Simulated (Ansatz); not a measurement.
Ansatz (a program for electronic structure) input (HF/def2-TZVPPD):
A basis named .json is the Basis Set Exchange file of that set.

Ansatz 0.2 input:
```yaml
crystal:
  periodic: [false, false, false]
  atoms:
    - {symbol: W, position_ang: [-0.04983388, -0.06390797, -0.04952677]}
    - {symbol: O, position_ang: [1.76658929, -0.18117055, -0.57962878]}
    - {symbol: O, position_ang: [-0.41644217, -0.59383319, 1.54559479]}
    - {symbol: O, position_ang: [-0.88918372, 1.36615250, -0.50784335]}
basis:
  gaussian:
    orbitals: def2-TZVPPD.json
hamiltonian:
  xc: hf
magnetization: {spin_polarized: true, initial_magnetization: 2}
```

Output:

```
Functional definition: HF
integrals: 0.08 GiB planned
1172 factors; their error is unknown
mean field: 0.69 GiB planned
mean field evaluation 1: about -7908.7412 eV, gradient 5.3e1 eV
mean field evaluation 2: about -7896.4583 eV, gradient 8.5e1 eV
mean field evaluation 4: about -7920.9902 eV, gradient 3.6e0 eV
mean field evaluation 8: about -7921.1365 eV, gradient 4.2e-1 eV
mean field evaluation 16: about -7921.1669 eV, gradient 6.0e-2 eV
mean field evaluation 32: about -7897.3189 eV, gradient 1.1e1 eV
mean field evaluation 64: about -7911.3765 eV, gradient 2.4e1 eV
mean field evaluation 96: about -7914.1001 eV, gradient 3.9e1 eV
mean field evaluation 128: about -7921.1287 eV, gradient 9.8e-1 eV
mean field evaluation 160: about -7921.3259 eV, gradient 2.8e-1 eV
mean field evaluation 192: about -7921.3033 eV, gradient 2.5e0 eV
mean field evaluation 224: about -7918.0421 eV, gradient 1.7e0 eV
mean field evaluation 256: about -7917.0997 eV, gradient 5.9e0 eV
mean field evaluation 288: about -7919.9880 eV, gradient 1.7e-1 eV
mean field evaluation 320: about -7919.9637 eV, gradient 5.7e-1 eV
mean field evaluation 352: about -7916.4486 eV, gradient 7.0e0 eV
mean field evaluation 384: about -7920.0030 eV, gradient 2.9e-5 eV
mean field -7921.33470058 eV, -291.1036809729 hartree, gradient 1.1e-5 eV, S^2 2.081168; 4 other end points of the search recorded, 0 dependent functions left out
reference -7921.33470058 eV, -291.1036809729 hartree; 20, 18 occupied and 159, 161 virtual orbitals, 1172 factors
Total energy: -7921.33470058 eV, -291.1036809729 hartree
```

The spin state was set by rule; other spins were not relaxed.
